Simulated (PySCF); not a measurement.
# Working out the ionisation energy of N⁺

N⁺ [He] 2s2 2p2 (3P) → N²⁺ [He] 2s2 2p1 (2P). Calculation: PySCF 2.14, in cc-pVTZ-DK (4s3p2d1f, 30 functions); scalar relativity by spin-free X2C-1e. Frozen: 1s2. Energies in hartree (1 hartree = 27.21139 eV):

```csv
part,N⁺ (lower),N²⁺ (upper)
UHF,-53.919642,-52.847110
CCSD correlation,-0.092547,-0.083025
(T),-0.001595,-0.001032
```

Task: What does Hartree-Fock give?

Result: (-52.847110) − (-53.919642) = 1.072532 hartree = 29.185 eV.

Task: What do CCSD and CCSD(T) give?

Result: The CCSD correlation energies differ by 0.009522 hartree = 0.259 eV and the triples by 0.000563 hartree = 0.015 eV, so CCSD gives 29.444 eV and CCSD(T) 29.459 eV.

Reference: 29.601 eV (semi-empirical (NIST evaluation); NIST Atomic Spectra Database, ionization energies), between the lowest levels; spin-orbit coupling is absent from the calculation.

What remains against the reference includes basis incompleteness, the frozen core and higher excitations.
